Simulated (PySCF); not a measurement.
## Ionisation energy of S³⁺ by level of theory

S³⁺ [Ne] 3s2 3p1 (2P) → S⁴⁺ [Ne] 3s2 (1S), as a difference of total energies. Calculation: PySCF 2.14, in an even-tempered Gaussian basis (20 s from 0.028 bohr⁻², ratio 2.5; 14 p from 0.036 bohr⁻², ratio 2.5; 6 d from 0.67 bohr⁻², ratio 2.7; 5 f from 1 bohr⁻², ratio 2.7); no relativity, point nucleus. Correlated levels: outer shells: 1s2 frozen; virtual orbitals above 40 to 60 times the deepest correlated orbital energy dropped. The calculations carry no spin-orbit coupling.

Order these methods by the ionisation energy they give, lowest first.
A. SCS-MP2 (outer shells)
B. LDA
C. r2SCAN
D. PBE0

A (47.006 eV), B (47.346 eV), D (47.396 eV), C (47.501 eV).

A first-order spin-orbit estimate (lowest level to lowest level, LS coupling) adds 0.070 eV.

For comparison: 47.222 ± 0.012 eV (semi-empirical (NIST evaluation); NIST Atomic Spectra Database, ionization energies).
